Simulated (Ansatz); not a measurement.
`[Cl][Sn]([Cl])([Cl])[Br]` + `F[SiH2][AlH2]` → `[F][Sn]([Cl])([Cl])[Br]` + `[AlH2][SiH2]Cl` at 600 K and 1 bar (redistribution).

Isolated molecules relaxed with PBE0-D4/def2-TZVP in Ansatz; ΔE leaves out vibrations. CBS: MP2 limit from def2 TZ/QZ plus the TZ coupled-cluster correction, frozen cores. Elements past krypton have def2 core potentials. For Br, Sn outer-core shells are correlated without core-valence functions, which leaves a few kJ/mol of doubt a bond. Scalar relativity is left out up to krypton.

```tsv
species	CCSD(T)/CBS energy (Eh)	H − E (kJ/mol)	S (J/(mol·K))
`[Cl][Sn]([Cl])([Cl])[Br]`	-4166.86464	66.3	463.2
`F[SiH2][AlH2]`	-633.31837	134.4	385.7
`[F][Sn]([Cl])([Cl])[Br]`	-3806.86426	66.9	460.3
`[AlH2][SiH2]Cl`	-993.29495	133.4	406.0
```

H − E and S are ideal-gas, rigid-rotor, harmonic terms from PBE0-D4/def2-TZVP. 1 Eh = 2625.50 kJ/mol, R = 8.31446 J/(mol·K).

Question: By hand: ΔE, ΔH, ΔS and ΔG.

Answer: ΔE = (-3806.86426) + (-993.29495) − (-4166.86464) − (-633.31837) = 0.02380 Eh = 62.5 kJ/mol. Δ(H − E) = 66.9 + 133.4 − 66.3 − 134.4 = -0.4, so ΔH = 62.1 kJ/mol. ΔS = 460.3 + 406.0 − 463.2 − 385.7 = 17.4 J/(mol·K). ΔG = 62.1 − 600 × (17.4)/1000 = 51.7 kJ/mol.

Question: By hand: the equilibrium constant, and the temperature at which ΔG would vanish if ΔH and ΔS stayed fixed.

Answer: log₁₀ K = −ΔG/(RT ln 10) = -4.5. ΔG = 0 at ΔH/ΔS = 3569 K, far beyond where these terms or the molecules hold.

ΔH outweighs TΔS. A doubt of 5 kJ/mol in ΔE shifts log₁₀ K by 0.4 here. Modes under 60 cm⁻¹, often nearly free rotors, make the harmonic entropy too high. These are equilibria of isolated gas molecules and say nothing of rates. Largest T1 diagnostic: 0.012 (customary marks: 0.02 for closed shells, 0.045 for open ones).
